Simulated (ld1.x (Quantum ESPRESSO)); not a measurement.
u(r) = r·R(r): atom against pseudo-atom (beryllium (Be))

Columns: radius, all-electron u(r) and pseudo u(r) of the 1s shell (level -111.59 eV) of beryllium in the configuration 1s2 2s1.5 2p0; PBE, scalar-relativistic, RRKJ scheme, ld1.x (Quantum ESPRESSO) 7.5.

```tsv
r (bohr)	all-electron	pseudo
0.195	1.3306	1.3661
0.390	1.2840	1.2848
0.585	0.9574	0.9574
0.780	0.6484	0.6484
0.975	0.4178	0.4178
1.170	0.2612	0.2612
1.365	0.1610	0.1610
1.560	0.0982	0.0982
1.755	0.0593	0.0593
1.950	0.0356	0.0356
2.145	0.0212	0.0212
2.340	0.0126	0.0126
2.535	0.0075	0.0075
2.730	0.0044	0.0044
2.925	0.0026	0.0026
3.120	0.0015	0.0015
3.315	0.0009	0.0009
3.510	0.0005	0.0005
3.705	0.0003	0.0003
3.900	0.0002	0.0002
4.095	0.0001	0.0001
4.290	0.0001	0.0001
4.485	0.0000	0.0000
4.680	0.0000	0.0000
4.875	0.0000	0.0000
5.070	0.0000	0.0000
```

Q: How many radial nodes do the two functions have?

A: The all-electron 1s function has n − l − 1 = 0; the pseudo-wave has 0.

Q: At about which radius was the pseudo-wave matched?

A: 0.45 bohr, where the columns begin to agree (steps of 0.20 bohr).

Q: Is the pseudo-wave norm-conserving?

A: Yes: the RRKJ scheme keeps the norm inside the radius equal to the all-electron one, which fixes the energy derivative of the logarithmic derivative at the level.
